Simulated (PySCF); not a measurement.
Compound: C7H8NS (doublet state).
Z-matrix (Å and degrees, GFN2-xTB geometry), rows numbered from 1:
```
S 
C   1  1.6407
C   2  1.4939  1  124.04
C   3  1.4857  2   93.51  1   -93.12
C   4  1.4224  3  120.96  2    86.29
C   5  1.3517  4  120.92  3  -173.32
N   6  1.3751  5  120.73  4    -0.65
C   7  1.3756  6  120.09  5     0.67
C   8  1.3550  7  120.64  6    -0.43
H   2  1.0835  1  119.29  3  -173.72
H   3  1.0892  2  113.05  1   149.70
H   3  1.0878  2  111.98  1    23.25
H   5  1.0778  4  119.15  3     5.23
H   6  1.0775  5  123.03  4  -179.67
H   7  1.0067  6  119.98  5  -179.31
H   8  1.0775  7  116.23  6  -179.62
H   9  1.0789  4  119.51  3    -6.64
```

The hyperfine couplings belong to this conformer and change with its torsions.

The species is `S=CCC1=C[CH]NC=C1` [radical].

Computed with PySCF, UKS B3LYP, pcH-1 on C H N S, non-relativistic, mean-field spin-orbit, GIAO. The structure is a single GFN2-xTB conformer in the gas phase; no vibrational or solvent corrections. A GFN2-xTB geometry isn't a minimum of the functional, and hyperfine couplings can be far from their values at a DFT geometry. The SCF solution wasn't tested for stability.

Question: The isotropic 1H couplings, averaged over equivalent nuclei, are +25.9, -16.5, -12.5, -8.8, +1.7 MHz. Assign them to H10; H11/H12; H13/H17; H14/H16; H15.

Answer: 
| site | a_iso (MHz) | ρ(0) (bohr⁻³) | position | distance from C4 (Å) | bound to | spin population there | largest \|T\| (MHz) |
| --- | --- | --- | --- | --- | --- | --- | --- |
| H10 | -8.8 | -0.0020 | 2 bonds from S1 | 2.64 | C2 | +0.09 | 5.6 |
| H11/H12 | +25.9 | +0.0058 | 2 bonds from C4 | 2.16 | C3 | -0.04 | 2.5 |
| H13/H17 | +1.7 | +0.0004 | 2 bonds from C4 | 2.16 | C5/C9 | -0.06 | 2.1 |
| H14/H16 | -12.5 | -0.0028 | 3 bonds from C4, on C6 of spin population +0.12 | 3.41 | C6/C8 | +0.16 | 8.4 |
| H15 | -16.5 | -0.0037 | 4 bonds from C4, on N7 of spin population +0.16 | 3.79 | N7 | +0.16 | 16.4 |

ρ(0) is the spin density at the nucleus and T the dipolar tensor; a_iso includes a spin–orbit part; entries for several nuclei are means. The Mulliken spin populations are largest on C4 (+0.36), S1 (+0.22), C8 (+0.21) and N7 (+0.16). Four atoms exceed +0.15. The positive populations add up to 1.19 and the negative ones to -0.19, together 2S = 1. Main spin sites, with 60 % or more of the largest population: S1, C4; positions count bonds from the nearest.

Means are taken over nuclei equivalent by connectivity, which assumes that they swap fast. The 1H value of +25.9 MHz is a mean of couplings from 20.9 to 31.0 MHz in this one geometry, not an average over conformers. The 13C value of +8.5 MHz is a mean of couplings from 4.6 to 12.5 MHz in this one geometry, not an average over conformers.

C6, the radical centre as drawn in `S=CCC1=C[CH]NC=C1`, holds a spin population of +0.12 out of 1.
